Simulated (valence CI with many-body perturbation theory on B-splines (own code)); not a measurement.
Ag33+: calculated level list

Method: relativistic CI+MBPT: four valence electrons over a frozen Dirac-Fock core [Ne], radial functions for each j: 11 s, 11 p, 10 d, 8 f, 5 g, 2 h, with the one-electron correlation potential Σ1 (screened to all orders), the two-electron term Σ2, the three-electron term Σ3, Breit, model QED; selected single and double excitations, second order for the rest, scaled by the run's own slope (own B-spline code, finite nucleus).

The last digits are not significant, and no measured levels were compared; by estimate large intervals hold to a few tenths of a per cent, small ones and those within an open d or f shell to about a per cent. Among the levels kept, up to 700 cm⁻¹ of a level comes from second order outside the variational space, and about a tenth of that is noise between levels of different J, which matters for small intervals.

Levels 136 to 176 of 176, with energies above the lowest level, 3s2.3p2 3P_0. "Leading %" is the weight of the configuration and term that name the level; weights of strongly mixed levels are sums over their largest components and can fall short. In the jj column 3d3/2^4 stands for four electrons in 3d with j = 3/2.

| No. | Configuration | Term | J | E (Ry) | Leading % | g | Leading jj | Second component |
| --- | --- | --- | --- | --- | --- | --- | --- | --- |
| 136 | 3p3.3d | 3P° | 1 | 32.193 | 30 | 1.108 | 3p1/2 3p3/2^2 3d5/2 (36 %) | 24 % 3p3.3d 3D° |
| 137 | 3s.3p.3d2 | 3H° | 4 | 32.195 | 65 | 0.880 | 3s 3p1/2 3d3/2 3d5/2 (61 %) | 16 % 3p3.3d 3G° |
| 138 | 3p3.3d | 3D° | 2 | 32.283 | 32 | 1.183 | 3p1/2 3p3/2^2 3d5/2 (26 %) | 12 % 3s.3p.3d2 3D° |
| 139 | 3p3.3d | 1P° | 1 | 32.315 | 25 | 1.416 | 3p1/2 3p3/2^2 3d5/2 (31 %) | 14 % 3p3.3d 3S° |
| 140 | 3s.3p.3d2 | 3F° | 3 | 32.592 | 24 | 1.180 | 3s 3p1/2 3d5/2^2 (53 %) | 14 % 3s.3p.3d2 5D° |
| 141 | 3p3.3d | 3F° | 2 | 32.689 | 53 | 0.840 | 3p1/2 3p3/2^2 3d3/2 (56 %) | 10 % 3p3.3d 1D° |
| 142 | 3s.3p.3d2 | 3D° | 1 | 32.794 | 39 | 0.905 | 3s 3p1/2 3d5/2^2 (35 %) | 13 % 3p3.3d 3D° |
| 143 | 3s.3p.3d2 | 3H° | 5 | 32.803 | 48 | 1.098 | 3s 3p1/2 3d3/2 3d5/2 (39 %) | 28 % 3p3.3d 3G° |
| 144 | 3s.3p.3d2 | 3G° | 4 | 33.026 | 28 | 1.133 | 3s 3p1/2 3d3/2 3d5/2 (43 %) | 24 % 3s.3p.3d2 3F° |
| 145 | 3p3.3d | 3P° | 2 | 33.028 | 22 | 1.130 | 3p1/2 3p3/2^2 3d5/2 (62 %) | 21 % 3p3.3d 3D° |
| 146 | 3s.3p.3d2 | 3G° | 3 | 33.139 | 28 | 0.941 | 3s 3p1/2 3d3/2 3d5/2 (28 %) | 17 % 3s.3p.3d2 3F° |
| 147 | 3s.3p.3d2 | 5G° | 6 | 33.151 | 98 | 1.326 | 3s 3p3/2 3d5/2^2 (67 %) |  |
| 148 | 3p3.3d | 3P° | 2 | 33.268 | 24 | 1.225 | 3p1/2 3p3/2^2 3d5/2 (29 %) | 15 % 3s.3p.3d2 3D° |
| 149 | 3p3.3d | 3F° | 3 | 33.310 | 26 | 1.097 | 3p1/2 3p3/2^2 3d5/2 (54 %) | 22 % 3p3.3d 3D° |
| 150 | 3s.3p.3d2 | 3P° | 0 | 33.369 | 35 |  | 3s 3p1/2 3d3/2 3d5/2 (35 %) | 20 % 3s.3p.3d2 1S° |
| 151 | 3s.3p.3d2 | 5F° | 5 | 33.434 | 61 | 1.333 | 3s 3p3/2 3d3/2 3d5/2 (66 %) | 29 % 3s.3p.3d2 5G° |
| 152 | 3s.3p.3d2 | 5F° | 4 | 33.465 | 39 | 1.257 | 3s 3p3/2 3d3/2 3d5/2 (54 %) | 19 % 3s.3p.3d2 3G° |
| 153 | 3p3.3d | 3G° | 3 | 33.516 | 16 | 1.051 | 3p1/2 3p3/2^2 3d5/2 (29 %) | 14 % 3p3.3d 1F° |
| 154 | 3s.3p.3d2 | 5D° | 0 | 33.530 | 76 |  | 3s 3p3/2 3d3/2^2 (82 %) | 17 % 3s.3p.3d2 3P° |
| 155 | 3s.3p.3d2 | 5D° | 1 | 33.533 | 42 | 1.102 | 3s 3p3/2 3d3/2^2 (47 %) | 15 % 3s.3p.3d2 3D° |
| 156 | 3s.3p.3d2 | 5D° | 3 | 33.566 | 35 | 1.273 | 3s 3p3/2 3d3/2 3d5/2 (40 %) | 34 % 3s.3p.3d2 5F° |
| 157 | 3s.3p.3d2 | 5D° | 2 | 33.573 | 59 | 1.325 | 3s 3p3/2 3d3/2^2 (58 %) | 25 % 3s.3p.3d2 5F° |
| 158 | 3s.3p.3d2 | 5D° | 1 | 33.584 | 30 | 0.939 | 3p1/2 3p3/2^2 3d3/2 (34 %) | 15 % 3p3.3d 3D° |
| 159 | 3s.3p.3d2 | 5F° | 4 | 33.586 | 18 | 1.163 | 3s 3p1/2 3d5/2^2 (28 %) | 18 % 3s.3p.3d2 3G° |
| 160 | 3s.3p.3d2 | 3D° | 1 | 33.815 | 21 | 0.863 | 3p1/2 3p3/2^2 3d3/2 (28 %) | 14 % 3p3.3d 3D° |
| 161 | 3s.3p.3d2 | 5D° | 3 | 33.876 | 22 | 1.323 | 3s 3p3/2 3d3/2 3d5/2 (49 %) | 14 % 3s.3p.3d2 5P° |
| 162 | 3s.3p.3d2 | 5D° | 4 | 33.951 | 79 | 1.441 | 3s 3p3/2 3d3/2 3d5/2 (58 %) | 16 % 3s.3p.3d2 3F° |
| 163 | 3s.3p.3d2 | 5P° | 3 | 34.028 | 41 | 1.399 | 3s 3p3/2 3d3/2 3d5/2 (50 %) | 14 % 3s.3p.3d2 3F° |
| 164 | 3s.3p.3d2 | 3P° | 0 | 34.068 | 65 |  | 3s 3p1/2 3d5/2^2 (50 %) | 9 % 3s.3p.3d2 5D° |
| 165 | 3p3.3d | 3D° | 2 | 34.225 | 19 | 1.070 | 3p1/2 3p3/2^2 3d5/2 (30 %) | 19 % 3p3.3d 1D° |
| 166 | 3s.3p.3d2 | 5S° | 2 | 34.266 | 21 | 1.437 | 3s 3p3/2 3d3/2 3d5/2 (26 %) | 11 % 3s.3p.3d2 3D° |
| 167 | 3s.3p.3d2 | 3P° | 0 | 34.294 | 44 |  | 3s 3p3/2 3d3/2 3d5/2 (30 %) | 34 % 3p3.3d 3P° |
| 168 | 3s.3p.3d2 | 3D° | 1 | 34.315 | 18 | 1.186 | 3s 3p3/2 3d3/2 3d5/2 (49 %) | 13 % 3s.3p.3d2 5D° |
| 169 | 3s.3p.3d2 | 5S° | 2 | 34.353 | 31 | 1.549 | 3s 3p3/2 3d3/2 3d5/2 (36 %) | 18 % 3s.3p.3d2 5P° |
| 170 | 3s.3p.3d2 | 3P° | 1 | 34.354 | 36 | 1.395 | 3s 3p1/2 3d5/2^2 (42 %) | 11 % 3p3.3d 3S° |
| 171 | 3s.3p.3d2 | 3F° | 4 | 34.426 | 51 | 1.253 | 3s 3p3/2 3d5/2^2 (41 %) | 15 % 3s.3p.3d2 5D° |
| 172 | 3s.3p.3d2 | 3D° | 2 | 34.453 | 26 | 1.210 | 3s 3p3/2 3d5/2^2 (21 %) | 13 % 3p3.3d 3P° |
| 173 | 3s.3p.3d2 | 3S° | 1 | 34.499 | 33 | 1.610 | 3s 3p3/2 3d3/2 3d5/2 (38 %) | 20 % 3s.3p.3d2 3P° |
| 174 | 3s.3p.3d2 | 3D° | 3 | 34.556 | 18 | 1.099 | 3s 3p3/2 3d3/2 3d5/2 (50 %) | 15 % 3s.3p.3d2 1F° |
| 175 | 3s.3p.3d2 | 3F° | 4 | 34.675 | 39 | 1.236 | 3s 3p3/2 3d5/2^2 (48 %) | 20 % 3p3.3d 3F° |
| 176 | 3s.3p.3d2 | 3D° | 2 | 34.699 | 22 | 1.199 | 3s 3p3/2 3d3/2 3d5/2 (59 %) | 15 % 3s.3p.3d2 5D° |

Names give the largest LS component (configuration and term), which can be under half, so a name can repeat, a term be missing and a line seem to break the LS rules; names also repeat where a configuration has a term twice.

Where two levels of one J and parity lie close, their mixing, g and order are uncertain.
